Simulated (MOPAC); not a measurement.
Input file for MOPAC: PM6 on C2H6BCl (SMILES CCBCl).

```
PM6 1SCF PRECISE CHARGE=0 THREADS=1
C2H6BCl

C     -1.24266491 1    -0.07006677 1    -0.23570623 1
C      0.07471181 1     0.27389856 1     0.46987943 1
B      1.36516907 1    -0.22834235 1    -0.23425188 1
Cl     2.92448722 1     0.51818718 1     0.10156857 1
H     -1.31315149 1     0.43039781 1    -1.20334886 1
H     -2.10610820 1     0.23647887 1     0.35690190 1
H     -1.32533493 1    -1.14320658 1    -0.41694799 1
H      0.14046948 1     1.34292563 1     0.69244841 1
H      0.09721632 1    -0.21276884 1     1.45911271 1
H      1.38520563 1    -1.14750353 1    -0.98965604 1
```

The log:

```
*******************************************************************************
 **                                                                           **
 **                              MOPAC v23.2.5                                **
 **                                                                           **
 *******************************************************************************
 ** MOPAC's Digital Object Identifier: https://doi.org/10.5281/zenodo.6511958 **
 **                                                                           **
 ** Please cite the open-source release paper for use of this MOPAC version:  **
 ** J. E. Moussa and J. J. P. Stewart (2026)                                  **
 ** MOPAC: An open-source semiempirical molecular orbital program             **
 ** J. Open Source Softw., 11(119), 8025, https://doi.org/10.21105/joss.08025 **
 *******************************************************************************

                              PM6 CALCULATION RESULTS

 *******************************************************************************
 *  PM6        - The PM6 Hamiltonian to be used
 *
 *
 *
 *                 CHARGE ON SYSTEM = 0
 *
 *
 *
 *  PRECISE    - TIGHTER CRITERIA TO BE USED
 *  1SCF       - DO 1 SCF AND THEN STOP
 *  THREADS=1  - MULTI-THREADING NOT USED
 *  T=         - A TIME OF 172800.0 SECONDS REQUESTED
 *  DUMP=N     - RESTART FILE WRITTEN EVERY 7200.0 SECONDS REQUESTED
 *******************************************************************************
PM6 1SCF PRECISE CHARGE=0 THREADS=1
 C2H6BCl

   ATOM   CHEMICAL          X               Y               Z
  NUMBER   SYMBOL      (ANGSTROMS)     (ANGSTROMS)     (ANGSTROMS)

     1       C         -1.24266491  *  -0.07006677  *  -0.23570623  *
     2       C          0.07471181  *   0.27389856  *   0.46987943  *
     3       B          1.36516907  *  -0.22834235  *  -0.23425188  *
     4      Cl          2.92448722  *   0.51818718  *   0.10156857  *
     5       H         -1.31315149  *   0.43039781  *  -1.20334886  *
     6       H         -2.10610820  *   0.23647887  *   0.35690190  *
     7       H         -1.32533493  *  -1.14320658  *  -0.41694799  *
     8       H          0.14046948  *   1.34292563  *   0.69244841  *
     9       H          0.09721632  *  -0.21276884  *   1.45911271  *
    10       H          1.38520563  *  -1.14750353  *  -0.98965604  *



          CARTESIAN COORDINATES

    NO.       ATOM           X           Y           Z

     1         C         -1.2427     -0.0701     -0.2357
     2         C          0.0747      0.2739      0.4699
     3         B          1.3652     -0.2283     -0.2343
     4        Cl          2.9245      0.5182      0.1016
     5         H         -1.3132      0.4304     -1.2033
     6         H         -2.1061      0.2365      0.3569
     7         H         -1.3253     -1.1432     -0.4169
     8         H          0.1405      1.3429      0.6924
     9         H          0.0972     -0.2128      1.4591
    10         H          1.3852     -1.1475     -0.9897

 General Reference for PM6:
 "Optimization of Parameters for Semiempirical Methods V: Modification of NDDO Approximations
 and Application to 70 Elements", J. J. P. Stewart, J. Mol. Mod., 13, 1173-1213 (2007)
 URL: https://link.springer.com/article/10.1007/s00894-007-0233-4

           Empirical Formula: C2 H6 B Cl  =    10 atoms



      MOLECULAR POINT GROUP   :   C1


      RHF CALCULATION, NO. OF DOUBLY OCCUPIED LEVELS = 12


 -------------------------------------------------------------------------------
 PM6 1SCF PRECISE CHARGE=0 THREADS=1
 C2H6BCl



     1SCF WAS SPECIFIED, SO BFGS WAS NOT USED
     SCF FIELD WAS ACHIEVED


                              PM6 CALCULATION
                                                       MOPAC v23.2.5 Linux




          FINAL HEAT OF FORMATION =        -39.30131 KCAL/MOL =    -164.43669 KJ/MOL


          COSMO AREA              =        116.78 SQUARE ANGSTROMS
          COSMO VOLUME            =        102.21 CUBIC ANGSTROMS

          IONIZATION POTENTIAL    =         10.371956 EV
          HOMO LUMO ENERGIES (EV) =        -10.372 -0.029
          NO. OF FILLED LEVELS    =         12
          MOLECULAR WEIGHT        =         76.3324         POINT GROUP:  C1

          MOLECULAR DIMENSIONS (Angstroms)

            Atom       Atom       Distance
            H     6   Cl     4     5.04494
            H     8    H    10     3.02845
            H     9    H     5     2.68963


          SCF CALCULATIONS        =          1





   ATOM   CHEMICAL          X               Y               Z
  NUMBER   SYMBOL      (ANGSTROMS)     (ANGSTROMS)     (ANGSTROMS)

     1       C         -1.24266491  *  -0.07006677  *  -0.23570623  *
     2       C          0.07471181  *   0.27389856  *   0.46987943  *
     3       B          1.36516907  *  -0.22834235  *  -0.23425188  *
     4      Cl          2.92448722  *   0.51818718  *   0.10156857  *
     5       H         -1.31315149  *   0.43039781  *  -1.20334886  *
     6       H         -2.10610820  *   0.23647887  *   0.35690190  *
     7       H         -1.32533493  *  -1.14320658  *  -0.41694799  *
     8       H          0.14046948  *   1.34292563  *   0.69244841  *
     9       H          0.09721632  *  -0.21276884  *   1.45911271  *
    10       H          1.38520563  *  -1.14750353  *  -0.98965604  *

                             CARTESIAN COORDINATES

   1    C       -1.242664910    -0.070066770    -0.235706230
   2    C        0.074711810     0.273898560     0.469879430
   3    B        1.365169070    -0.228342350    -0.234251880
   4   Cl        2.924487220     0.518187180     0.101568570
   5    H       -1.313151490     0.430397810    -1.203348860
   6    H       -2.106108200     0.236478870     0.356901900
   7    H       -1.325334930    -1.143206580    -0.416947990
   8    H        0.140469480     1.342925630     0.692448410
   9    H        0.097216320    -0.212768840     1.459112710
  10    H        1.385205630    -1.147503530    -0.989656040


           Empirical Formula: C2 H6 B Cl  =    10 atoms



      MOLECULAR POINT GROUP   :   C1


                  EIGENVALUES
 -27.21572 -26.19078 -22.06530 -17.35544 -15.43303 -14.81975 -13.72738 -12.60355
 -12.15851 -12.07188 -11.54399 -10.37196  -0.02944   0.66188   3.29529   4.31117
   5.15409   5.39017   5.77288   5.90954   6.45886   6.69602  89.23794  89.30571
  89.43379  89.77057  89.78185


              NET ATOMIC CHARGES AND DIPOLE CONTRIBUTIONS

  ATOM NO.   TYPE          CHARGE      No. of ELECS.   s-Pop       p-Pop       d-Pop
    1          C          -0.420465        4.4205     1.07608     3.34439
    2          C          -0.393215        4.3932     1.09069     3.30253
    3          B           0.200603        2.7994     1.10333     1.69606
    4         Cl          -0.196118        7.1961     1.99158     5.20183     0.00271
    5          H           0.144964        0.8550     0.85504
    6          H           0.144630        0.8554     0.85537
    7          H           0.145105        0.8549     0.85490
    8          H           0.156529        0.8435     0.84347
    9          H           0.161657        0.8383     0.83834
   10          H           0.056310        0.9437     0.94369
 DIPOLE           X         Y         Z       TOTAL
 POINT-CHG.    -1.816    -0.883    -0.227     2.032
 HYBRID         0.087     0.378     0.380     0.543
 SUM           -1.729    -0.505     0.152     1.808


          ATOMIC ORBITAL ELECTRON POPULATIONS

     Atom    s        px        py        pz      x^2-y^2     xz        z^2       yz        xy
    1  C   1.07608   1.04661   1.16069   1.13709
    2  C   1.09069   1.03955   1.14861   1.11437
    3  B   1.10333   0.65776   0.57395   0.46435
    4 Cl   1.99158   1.46558   1.83559   1.90066   0.00092   0.00048   0.00034   0.00020   0.00078
    5  H   0.85504
    6  H   0.85537
    7  H   0.85490
    8  H   0.84347
    9  H   0.83834
   10  H   0.94369

 **********************
 *                    *
 * JOB ENDED NORMALLY *
 *                    *
 **********************




 == MOPAC DONE ==
```

The run finished.

Cost: about 0.020 core-seconds (a rough figure).
